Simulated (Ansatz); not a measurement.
CH7BO2Si can be A, `OCBO[SiH3]`, or B, `C[SiH](O)BO`.

Program: Ansatz. Geometries: PBE0-D4/def2-TZVP. ΔE: electronic, gas phase. CCSD(T)/CBS is the MP2 limit (def2-TZVPP, def2-QZVPP) plus CCSD(T) − MP2 in def2-TZVPP, frozen cores. Functionals use def2-TZVPP. B3LYP here is the variant with VWN-RPA as its local correlation; programs differ in this. Each species was taken in one conformer, which may not be the lowest.

Question: Which is lower in electronic energy at CCSD(T)/CBS, and by how much? (Estimate.)

Answer: The calculation gave: B, by 75.9 kJ/mol.

Question: Give E(B) − E(A) in kJ/mol with PBE-D4, r2SCAN-D4, B2PLYP, B3LYP-D4, MP2/def2-TZVPP, PBE0-D4, HF/def2-TZVPP. (An estimate is asked.)

Answer: The calculation gave: PBE-D4 -84.6, r2SCAN-D4 -78.8, B2PLYP -70.2, B3LYP-D4 -70.2, MP2/def2-TZVPP -77.0, PBE0-D4 -80.4, HF/def2-TZVPP -46.6. None reverses the order clearly.

Largest T1 diagnostic: 0.013.

In def2-TZVPP, CCSD(T) changes the Hartree–Fock value by −27.0 kJ/mol (the triples alone add −3.2 kJ/mol) and MP2 by −30.3 kJ/mol. From PBE to PBE0 (25 % exact exchange), in def2-TZVPP and without D4, E(B) − E(A) moves by +4.1 kJ/mol.
